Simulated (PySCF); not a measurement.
C4H9OSn (SMILES CC(C)(C)[O][Sn]), doublet, at a GFN2-xTB geometry (such geometries of metal compounds can be far from the true shape) (the spin is typed, not shown lowest) (all electrons, no relativity) (in this run its highest filled SCF level lies above zero, so its values depend strongly on the basis, on diffuse functions most of all); SVWN5/STO-3G (PySCF).

Here is a job for PySCF.
```python
from pyscf import gto, scf, dft

mol = gto.Mole()
mol.atom = '''
    Sn    0.840745    0.990957    0.717567
    O    -0.637891   -0.289904    0.221153
    C    -0.996298   -1.155872   -0.819350
    C     0.107636   -2.191586   -1.044719
    C    -2.293628   -1.857908   -0.404073
    C    -1.223713   -0.358146   -2.105611
    H    -0.168856   -2.886867   -1.832222
    H     0.283790   -2.742771   -0.124346
    H     1.028768   -1.678581   -1.323484
    H    -2.129333   -2.407315    0.518918
    H    -2.622992   -2.545355   -1.178298
    H    -3.067596   -1.115676   -0.228768
    H    -0.298583    0.148355   -2.381897
    H    -1.991859    0.392534   -1.938183
    H    -1.531462   -1.011870   -2.916801
'''
mol.basis = 'sto-3g'
mol.charge = 0
mol.spin = 1
mol.verbose = 4
mol.build()

mf = dft.UKS(mol)
mf.xc = 'lda,vwn'
mf.kernel()
mf.analyze()
```

What the program printed (banner, timings and long lists left out):

```
PySCF version 2.14.0

[INPUT] verbose = 4
[INPUT] num. atoms = 15
[INPUT] num. electrons = 91
[INPUT] charge = 0
[INPUT] spin (= nelec alpha-beta = 2S) = 1
[INPUT] symmetry False subgroup None
[INPUT] Mole.unit = angstrom
[INPUT] Symbol           X                Y                Z      unit          X                Y                Z       unit  Magmom
[...]
nuclear repulsion = 522.140828704123
number of shells = 35
number of NR pGTOs = 183
number of NR cGTOs = 61
basis = sto-3g
ecp = {}

******** <class 'pyscf.dft.uks.UKS'> ********
method = UKS
initial guess = minao
damping factor = 0
level_shift factor = 0
DIIS = <class 'pyscf.scf.diis.CDIIS'>
diis_start_cycle = 1
diis_space = 8
diis_damp = 0
SCF conv_tol = 1e-09
SCF conv_tol_grad = None
SCF max_cycles = 50
direct_scf = True
direct_scf_tol = 1e-13
number electrons alpha = 46  beta = 45
XC library pyscf.dft.libxc version 7.1.2
    S. Lehtola, C. Steigemann, M. J. T. Oliveira, and M. A. L. Marques,  SoftwareX 7, 1–5 (2018)
XC functionals = lda,vwn
    P. A. M. Dirac,  Math. Proc. Cambridge Philos. Soc. 26, 376 (1930)
    F. Bloch,  Z. Phys. 57, 545 (1929)
    S. H. Vosko, L. Wilk, and M. Nusair,  Can. J. Phys. 58, 1200 (1980)
radial grids:
    Treutler-Ahlrichs [JCP 102, 346 (1995); DOI:10.1063/1.469408] (M4) radial grids

becke partition: Becke, JCP 88, 2547 (1988); DOI:10.1063/1.454033
pruning grids: <function nwchem_prune>
grids dens level: 3
symmetrized grids: False
atomic radii adjust function: <function treutler_atomic_radii_adjust>
small_rho_cutoff = 0
Set gradient conv threshold to 3.16228e-05
tot grids = 180784
init E= -6171.6753274885

cycle= 1 E= -6187.45020624761  delta_E= -15.8  |g|= 0.44  |ddm|= 3.46
cycle= 2 E= -6187.23654749425  delta_E= 0.214  |g|= 0.851  |ddm|= 1.59
cycle= 3 E= -6187.54535679255  delta_E= -0.309  |g|= 0.28  |ddm|=  1.4
cycle= 4 E= -6187.58177054079  delta_E= -0.0364  |g|= 0.277  |ddm|= 0.986
cycle= 5 E= -6187.62221351904  delta_E= -0.0404  |g|= 0.125  |ddm|= 0.214
cycle= 6 E= -6187.63291225772  delta_E= -0.0107  |g|= 0.0161  |ddm|= 0.16
cycle= 7 E= -6187.63308683423  delta_E= -0.000175  |g|= 0.00438  |ddm|= 0.0312
cycle= 8 E= -6187.63310210884  delta_E= -1.53e-05  |g|= 0.000487  |ddm|= 0.0146
cycle= 9 E= -6187.63310213281  delta_E= -2.4e-08  |g|= 0.000146  |ddm|= 0.015
cycle= 10 E= -6187.63310223804  delta_E= -1.05e-07  |g|= 0.000114  |ddm|= 0.0163
cycle= 11 E= -6187.63310245565  delta_E= -2.18e-07  |g|= 9.66e-06  |ddm|= 0.00756
cycle= 12 E= -6187.63310245582  delta_E= -1.76e-10  |g|= 3.1e-06  |ddm|= 0.000162
Extra cycle  E= -6187.63310245583  delta_E= -1.09e-11  |g|= 3.59e-06  |ddm|= 3.8e-05
converged SCF energy = -6187.63310245583  <S^2> = 0.75308028  2S+1 = 2.0030779
**** SCF Summaries ****
Total Energy =                       -6187.633102455833068
Nuclear Repulsion Energy =             522.140828704122669
One-electron Energy =                -9605.433672765388110
Two-electron Energy =                 2895.659741605432828
Two-electron Coulomb Energy =         3083.220793731513822
DFT Exchange-Correlation Energy =     -187.561052126081051
**** MO energy ****
                             alpha | beta                alpha | beta
[...]
To work with the spin densities directly, `use mulliken_meta_spin()` only printing them here.

 ** Mulliken spin pop alpha/beta on meta-lowdin orthogonal AOs **
 ** Mulliken Spin Density (per AO)  **
spin_pop of  0 Sn 1s        0.00000
spin_pop of  0 Sn 2s        0.00000
spin_pop of  0 Sn 3s        0.00000
spin_pop of  0 Sn 4s        0.00001
spin_pop of  0 Sn 5s        0.00387
spin_pop of  0 Sn 2px       0.00000
spin_pop of  0 Sn 2py       0.00000
spin_pop of  0 Sn 2pz       0.00000
spin_pop of  0 Sn 3px       0.00001
spin_pop of  0 Sn 3py       0.00000
spin_pop of  0 Sn 3pz       0.00002
spin_pop of  0 Sn 4px       0.00044
spin_pop of  0 Sn 4py       0.00003
spin_pop of  0 Sn 4pz       0.00097
spin_pop of  0 Sn 5px       0.28588
spin_pop of  0 Sn 5py       0.04353
spin_pop of  0 Sn 5pz       0.62719
spin_pop of  0 Sn 3dxy     -0.00000
spin_pop of  0 Sn 3dyz     -0.00000
spin_pop of  0 Sn 3dz^2    -0.00000
spin_pop of  0 Sn 3dxz     -0.00000
spin_pop of  0 Sn 3dx2-y2   -0.00000
spin_pop of  0 Sn 4dxy     -0.00035
spin_pop of  0 Sn 4dyz     -0.00001
spin_pop of  0 Sn 4dz^2    -0.00011
spin_pop of  0 Sn 4dxz     -0.00009
spin_pop of  0 Sn 4dx2-y2   -0.00004
spin_pop of  1 O 1s        0.00000
spin_pop of  1 O 2s        0.00841
spin_pop of  1 O 2px       0.02005
spin_pop of  1 O 2py      -0.02183
spin_pop of  1 O 2pz       0.01615
spin_pop of  2 C 1s        0.00000
spin_pop of  2 C 2s        0.00251
spin_pop of  2 C 2px       0.00146
spin_pop of  2 C 2py       0.00389
spin_pop of  2 C 2pz       0.00444
spin_pop of  3 C 1s       -0.00000
spin_pop of  3 C 2s       -0.00029
spin_pop of  3 C 2px       0.00208
spin_pop of  3 C 2py      -0.00061
spin_pop of  3 C 2pz       0.00011
spin_pop of  4 C 1s        0.00000
spin_pop of  4 C 2s        0.00048
spin_pop of  4 C 2px       0.00069
spin_pop of  4 C 2py       0.00026
spin_pop of  4 C 2pz       0.00013
spin_pop of  5 C 1s       -0.00000
spin_pop of  5 C 2s       -0.00034
spin_pop of  5 C 2px       0.00024
spin_pop of  5 C 2py       0.00047
spin_pop of  5 C 2pz      -0.00020
spin_pop of  6 H 1s        0.00007
spin_pop of  7 H 1s        0.00008
spin_pop of  8 H 1s        0.00021
spin_pop of  9 H 1s        0.00001
spin_pop of  10 H 1s       -0.00026
spin_pop of  11 H 1s        0.00001
spin_pop of  12 H 1s        0.00023
spin_pop of  13 H 1s        0.00012
spin_pop of  14 H 1s        0.00012
 ** Mulliken Spin Density (per atom)  **
spin density of  0 Sn =      0.96133
spin density of  1 O =      0.02278
spin density of  2 C =      0.01230
spin density of  3 C =      0.00128
spin density of  4 C =      0.00156
spin density of  5 C =      0.00016
spin density of  6 H =      0.00007
spin density of  7 H =      0.00008
spin density of  8 H =      0.00021
spin density of  9 H =      0.00001
spin density of  10 H =     -0.00026
spin density of  11 H =      0.00001
spin density of  12 H =      0.00023
spin density of  13 H =      0.00012
spin density of  14 H =      0.00012
 ** Mulliken pop alpha/beta on meta-lowdin orthogonal AOs **
 ** Mulliken pop       alpha | beta **
In total            46.00000 | 45.00000
 ** Mulliken atomic charges   ( Nelec_alpha | Nelec_beta ) **
charge of  0Sn =      0.08539  (    25.43797     24.47664 )
charge of  1O =     -0.17076  (     4.09677      4.07399 )
charge of  2C =      0.11009  (     2.95110      2.93881 )
charge of  3C =     -0.19656  (     3.09892      3.09764 )
charge of  4C =     -0.19470  (     3.09813      3.09657 )
charge of  5C =     -0.19606  (     3.09811      3.09795 )
charge of  6H =      0.06402  (     0.46803      0.46796 )
charge of  7H =      0.06197  (     0.46906      0.46897 )
charge of  8H =      0.06052  (     0.46984      0.46964 )
charge of  9H =      0.06333  (     0.46834      0.46833 )
charge of  10H =      0.06234  (     0.46870      0.46896 )
charge of  11H =      0.06353  (     0.46824      0.46823 )
charge of  12H =      0.06033  (     0.46995      0.46972 )
charge of  13H =      0.06241  (     0.46886      0.46873 )
charge of  14H =      0.06416  (     0.46798      0.46786 )
Dipole moment(X, Y, Z, Debye): -0.38827, -0.87109, -1.02602
```
